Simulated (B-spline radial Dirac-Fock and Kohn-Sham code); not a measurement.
# Dipole and non-dipole photoemission parameters of Yb³⁺ 4d3/2

System: the Yb³⁺ ion, configuration [Xe] 4f13; threshold 230.4 eV (orbital energy of the model). Method: Dirac-Hartree-Slater photoionisation with a Latter tail; cross sections with all multipoles, angular parameters from the dipole term and its interference with E2. Computed with a radial atomic solver.

For linearly polarised light dσ/dΩ = σ/(4π) [1 + β P₂(cos θ) + (δ + γ cos²θ) sin θ cos φ], with θ from the polarisation vector and φ the angle between the beam and the projection of the electron momentum on the plane normal to the polarisation.

```
hν (eV)  σ (kb)       β       γ      δ
    300     129  -0.762  -0.333  0.133
    400     227  -0.454  -0.066  0.141
    437     249  -0.183   0.037  0.116
    456     256  -0.067   0.076  0.104
    474     260   0.032   0.104  0.093
    533     265   0.292   0.154  0.063
    583       ?       ?       ?      ?
    600     257   0.509   0.161  0.039
    745     219   0.805   0.105  0.013
   1220     111   1.192  -0.040  0.006
 1253.6     106   1.206  -0.042  0.007
   1600    66.5   1.301  -0.026  0.016
   2350    28.5   1.370   0.132  0.034
 2984.4    15.8   1.374   0.301  0.048
   3030    15.2   1.373   0.313  0.049
   5050    3.73   1.298   0.806  0.088
   5150    3.52   1.293   0.827  0.090
 5414.7    3.04   1.281   0.882  0.095
   5490    2.92   1.277   0.897  0.097
   8390   0.785   1.147   1.376  0.155
   9430   0.537   1.106   1.509  0.176
  11300   0.295   1.037   1.713  0.214
  11400   0.286   1.034   1.723  0.216
```

Problem. Give the values at 583 eV.

Solution. σ = 260 kb, β = 0.460, γ = 0.163, δ = 0.044.
